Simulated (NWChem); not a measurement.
Molecule: CHF, singlet; SMILES [CH]F

Low-valent species are run as closed-shell singlets; no triplet was tried in these runs.

Problem. Give the equilibrium geometry at PBE0-D3(BJ)/def2-TZVP (NWChem) as an XYZ file, with the point group.

Solution. point group Cs; any orientation.
```
3

C      0.1525     0.7122     0.0000
F     -0.0043    -0.5790     0.0000
H     -0.9110     1.0833     0.0000
```
